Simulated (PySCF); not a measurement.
# A survey of ¹⁵N NMR shifts

Computed data (PySCF 2.14.0 with density-fitted response routines): geometry from GFN2-xTB, σ from GIAO-PBE0/pcSseg-1. A single conformation, non-relativistic Hamiltonian, one averaged value for each set of equivalent atoms, no solvent.

Shieldings were converted by a linear fit to measured shifts: ¹⁵N: δ = -148.07 − 0.921σ (rms 6.3 ppm, 71 shifts vs CH3NO2, solution or neat liquid). Occasional misses reach two or three times the rms, and more in compound classes unlike the fitted ones.

Give the ¹⁵N shifts of `N#C/C=C\c1cnsn1`, `N#C/C=C\c1cnsn1`, `C#C[C@@H](C#N)C[SiH2]CNC`, `C=CCNNC1CC1`, `C=N/N=C/C(C)(C)C`, `CC/C=N\N=C/CC`, `CCC1=NN(C)CC1`, `[H]/N=C/C=C/NC=O`, `Cc1ccccc1NN[SiH3]`.

Results:


```tsv
compound	environment	δ (ppm)
[N:1]#[C:2]/[CH:3]=[CH:4]\[c:5]1[cH:6][n:7][s:8][n:9]1	N9: pyridine-type nitrogen of an azole	-17.2
[N:1]#[C:2]/[CH:3]=[CH:4]\[c:5]1[cH:6][n:7][s:8][n:9]1	N7: pyridine-type nitrogen of an azole	-18.4
[N:1]#[C:2]/[CH:3]=[CH:4]\[c:5]1[cH:6][n:7][s:8][n:9]1	N1: nitrile nitrogen	-82.4
[N:1]#[C:2]/[CH:3]=[CH:4]\[c:5]1[cH:6][n:7][s:8][n:9]1	N9: pyridine-type nitrogen of an azole	-17.2
[N:1]#[C:2]/[CH:3]=[CH:4]\[c:5]1[cH:6][n:7][s:8][n:9]1	N7: pyridine-type nitrogen of an azole	-18.4
[N:1]#[C:2]/[CH:3]=[CH:4]\[c:5]1[cH:6][n:7][s:8][n:9]1	N1: nitrile nitrogen	-82.4
[CH:1]#[C:2][C@@H:3]([C:4]#[N:5])[CH2:6][SiH2:7][CH2:8][NH:9][CH3:10]	N5: nitrile nitrogen	-119.8
[CH:1]#[C:2][C@@H:3]([C:4]#[N:5])[CH2:6][SiH2:7][CH2:8][NH:9][CH3:10]	N9: amine nitrogen	-362.1
[CH2:1]=[CH:2][CH2:3][NH:4][NH:5][CH:6]1[CH2:7][CH2:8]1	N5: nitrogen bonded to O or N	-293.1
[CH2:1]=[CH:2][CH2:3][NH:4][NH:5][CH:6]1[CH2:7][CH2:8]1	N4: nitrogen bonded to O or N	-298.0
[CH2:1]=[N:2]/[N:3]=[CH:4]/[C:5]([CH3:6])([CH3:7])[CH3:8]	N2: imine nitrogen	-16.8
[CH2:1]=[N:2]/[N:3]=[CH:4]/[C:5]([CH3:6])([CH3:7])[CH3:8]	N3: imine nitrogen	-44.5
CC/C=N\N=C/CC	imine nitrogen (×2)	-37.3
[CH3:1][CH2:2][C:3]1=[N:4][N:5]([CH3:6])[CH2:7][CH2:8]1	N4: imine nitrogen	-39.4
[CH3:1][CH2:2][C:3]1=[N:4][N:5]([CH3:6])[CH2:7][CH2:8]1	N5: nitrogen bonded to O or N	-266.0
[H]/[N:1]=[CH:2]/[CH:3]=[CH:4]/[NH:5][CH:6]=[O:7]	N1: imine nitrogen	-63.0
[H]/[N:1]=[CH:2]/[CH:3]=[CH:4]/[NH:5][CH:6]=[O:7]	N5: amide-type nitrogen	-238.1
[CH3:1][c:2]1[cH:3][cH:4][cH:5][cH:6][c:7]1[NH:8][NH:9][SiH3:10]	N8: nitrogen bonded to O or N	-290.7
[CH3:1][c:2]1[cH:3][cH:4][cH:5][cH:6][c:7]1[NH:8][NH:9][SiH3:10]	N9: nitrogen bonded to O or N	-341.2
```
